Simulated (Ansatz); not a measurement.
The same path of a periodic cell of 19 atoms, KBe18 (surface Be(0001), adsorbate K) was run twice with different band settings.

Theory: DFT LDA, scalar-relativistic, plane waves, PAW in Ansatz 0.2.0. Settings: cutoff 420 eV, k mesh 4x3x1, fermi-dirac smearing 0.05 eV, no spin polarisation.

Relaxed end points:

```xyz
19
Lattice="4.5800 0.0000 0.0000 3.4350 5.9496 0.0000 0.0000 0.0000 15.5884" Properties=species:S:1:pos:R:3
Be 0.000 0.000 1.000
Be 2.290 0.000 1.000
Be 1.145 1.983 1.000
Be 3.435 1.983 1.000
Be 2.290 3.966 1.000
Be 4.580 3.966 1.000
Be 0.003 1.331 2.809
Be 2.287 1.345 2.803
Be 1.132 3.309 2.776
Be 3.448 3.316 2.778
Be 2.290 5.326 2.780
Be 4.582 5.297 2.801
Be -0.008 -0.007 4.597
Be 2.288 0.007 4.598
Be 1.142 1.998 4.600
Be 3.429 1.990 4.603
Be 2.283 3.972 4.463
Be 4.575 3.966 4.591
K 2.259 3.980 7.223
```

```xyz
19
Lattice="4.5800 0.0000 0.0000 3.4350 5.9496 0.0000 0.0000 0.0000 15.5884" Properties=species:S:1:pos:R:3
Be 0.000 0.000 1.000
Be 2.290 0.000 1.000
Be 1.145 1.983 1.000
Be 3.435 1.983 1.000
Be 2.290 3.966 1.000
Be 4.580 3.966 1.000
Be -0.003 1.345 2.803
Be 2.293 1.331 2.809
Be 1.158 3.316 2.778
Be 3.422 3.309 2.776
Be 2.292 5.297 2.801
Be 4.580 5.326 2.780
Be -0.002 0.007 4.598
Be 2.282 -0.007 4.597
Be 1.139 1.990 4.603
Be 3.432 1.998 4.600
Be 2.285 3.966 4.591
Be 4.573 3.972 4.463
K 4.549 3.980 7.223
```

Common settings: movable images 3; climbing image yes; optimiser quadratic models (default); end points relaxed; atoms held 1 to 6.

| run | spring | start path | force threshold | iteration limit |
| --- | --- | --- | --- | --- |
| 1 | 10.0 eV/Å² | IDPP | 0.03 eV/Å | 36 |
| 2 | 5.0 eV/Å² | default | 0.2 eV/Å | 49 |

Task: What does each run give, and how far can it be trusted?

Result: Run 1: converged after 4 iterations, highest image 0.006 eV above the first end. The top lies less than 8 meV above the higher end, about what the thresholds resolve: that end is a shoulder or a very shallow well. By the program's own check the climbing image is of a kind that is not told: the force calls were inconclusive, a negative curvature could not be distinguished from the path's own, the only one lies far off the path, or fixed occupations may fill a level only in part (lowest curvatures found: -0.02 and 0.03 eV/Å²).
Run 2: converged after 1 iterations, highest image 0.013 eV above the first end. The threshold of 0.2 eV/Å is loose, so the images may lie well off the minimum-energy path. The order of the stationary point at the top wasn't checked.
Limits of this set-up: coarse k mesh, thin slab, slab without dipole correction.
